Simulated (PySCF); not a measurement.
Se(H)(iPr) (C3H8Se), SMILES CC([SeH])C. Coordinates come from a r2SCAN-D4/def2-SVP optimisation. One conformer was computed; it need not be the lowest.

Computed equilibrium geometry at r2SCAN-D4/def2-SVP (PySCF confirms it by a frequency run) as a Z-matrix (one conformer of several):
```
C
H 1 1.1024
C 1 1.5201 2 110.14
H 3 1.1007 1 111.93 2 -57.28
H 3 1.1016 4 107.94 1 122.35
H 3 1.1047 4 107.75 5 116.68
C 1 1.5226 2 109.44 3 124.30
H 7 1.1008 1 111.90 2 55.91
H 7 1.1027 8 107.97 1 120.99
H 7 1.1027 8 108.25 9 116.33
Se 1 1.9909 2 105.65 7 114.94
H 11 1.4717 1 94.81 2 61.34
```
Charge 0, spin multiplicity 1.
